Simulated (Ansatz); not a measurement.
Al2P2⁻. The state is a doublet with charge -1. Geometry B3LYP-D4/def2-TZVPD; atoms count from 1.

Cartesian coordinates in Å:
```
Al -0.3523 -1.9508 -0.6788
Al 0.7208 1.9589 0.1836
P -1.0252 0.3637 -0.3736
P 0.6566 -0.3718 0.8688
```

The structure comes from a short search, and lower isomers may exist.

Estimate the Mulliken populations from the PBE0/def2-TZVPD orbitals of Ansatz.


```
atom  charge (e)  spin (α − β)
 Al1       -0.26          0.01
 Al2       -0.26          0.01
  P3       -0.24          0.49
  P4       -0.24          0.49
```
Mulliken values depend strongly on the basis. With diffuse functions, as here, like atoms can get unlike values, and bond orders can come out too low or too high.

Where does the spin sit?

Summed by element: Al 0.02, P 0.98, of 1 unpaired in all. Largest on single atoms: P4 0.49, P3 0.49, Al1 0.01.

And the Mayer bond orders between heavy atoms (over 0.3)?

Al1–P3 0.77 (2.43 Å); Al1–P4 0.77 (2.43 Å); Al2–P3 0.77 (2.43 Å); Al2–P4 0.77 (2.43 Å); P3–P4 1.20 (2.22 Å).
